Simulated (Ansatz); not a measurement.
CH$_{5}$F$_{2}$GeNO (SMILES C[O][Ge]([NH2])([F])[F]), singlet, geometry from GFN2-xTB; PBE/pcseg-0 (Ansatz, an electronic-structure program).

Ansatz was given this input:
Ansatz 0.2 input:
```yaml
crystal:
  periodic: [false, false, false]
  atoms:
    - {symbol: C, position_ang: [-2.31738173, -0.51081539, -0.84745858]}
    - {symbol: O, position_ang: [-1.29467727, 0.41421520, -0.49135864]}
    - {symbol: Ge, position_ang: [0.27786205, 0.06776249, 0.07851875]}
    - {symbol: N, position_ang: [1.33946345, -0.94365479, -0.95583615]}
    - {symbol: F, position_ang: [0.87218338, 1.64088214, 0.42982359]}
    - {symbol: F, position_ang: [0.23969894, -0.72394855, 1.61100082]}
    - {symbol: H, position_ang: [-1.98696096, -1.18484901, -1.63905071]}
    - {symbol: H, position_ang: [-2.63261943, -1.09913738, 0.01503449]}
    - {symbol: H, position_ang: [-3.15338299, 0.09115650, -1.20398983]}
    - {symbol: H, position_ang: [2.15698092, -1.32138294, -0.49710570]}
    - {symbol: H, position_ang: [1.60292067, -0.54983507, -1.84843409]}
basis:
  gaussian:
    orbitals: pcseg-0.json
hamiltonian:
  xc: pbe
```
The basis file holds pcseg-0 in the JSON format of the Basis Set Exchange.

The log (banner, timings and long lists left out):

```
Functional definition: PBE
856 factors; integrals over basis functions are off by at most 4.6e-4 eV
mean field evaluation 1: about -66481.6327 eV, gradient 8.2e1 eV
mean field evaluation 2: about -66459.2935 eV, gradient 1.3e2 eV
mean field evaluation 4: about -66493.6013 eV, gradient 9.5e0 eV
mean field evaluation 8: about -66493.7150 eV, gradient 2.4e-1 eV
mean field evaluation 16: about -66493.7151 eV, gradient 1.6e-5 eV
mean field -66493.71510764 eV, -2443.5989591469 hartree, gradient 1.6e-5 eV, S^2 0.000000; 0 other end points of the search recorded, 0 dependent functions left out
reference -66493.71513713 eV, -2443.5989602307 hartree; 38, 38 occupied and 39, 39 virtual orbitals, 856 factors
Total energy: -66493.71513713 eV, -2443.5989602307 hartree
```
